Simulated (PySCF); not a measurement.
# C₆ coefficients of unlike pairs at PBE

Calculated with PySCF 2.14 from the dipole response of each species, C₆(A,B) = (3/π) ∫ α_A(iu) α_B(iu) du, in atomic units, from isotropic polarisabilities. For ions this is the dispersion term alone; charge-induced terms of lower order in 1/R come first.

| species | configuration | basis | relativity | α (bohr³) | C₆ (like pair) |
| --- | --- | --- | --- | --- | --- |
| Al | [Ne] 3s2 3p1 (2P) | aug-cc-pV(Q+d)Z (7s6p5d3f2g) | none | 65.70 | 583.0 |
| Co(2+) | [Ar] 3d7 (4F) | aug-cc-pVTZ (8s7p5d3f2g) | none | 3.620 | 10.41 |
| S+ | [Ne] 3s2 3p3 (4S) | aug-cc-pVTZ-DK (6s5p3d2f) | spin-free X2C | 10.96 | 54.18 |
| Mg+ | [Ne] 3s1 (2S) | dyall-av3z (20s13p6d4f) | none | 33.76 | 145.8 |

(1) Estimate C₆ for Co(2+) with Al.

No spin-orbit coupling is included.

The other pairs:

```
       pair     C₆
Mg+, Co(2+)  27.52
    Mg+, Al  290.9
 S+, Co(2+)  22.23
     S+, Al  154.3
    Mg+, S+  75.12
```

Results:

(1) The integral gives 56.25. The combination rule 2 C_A C_B / (C_A α_B/α_A + C_B α_A/α_B) gives 54.90 and the geometric mean 77.88.
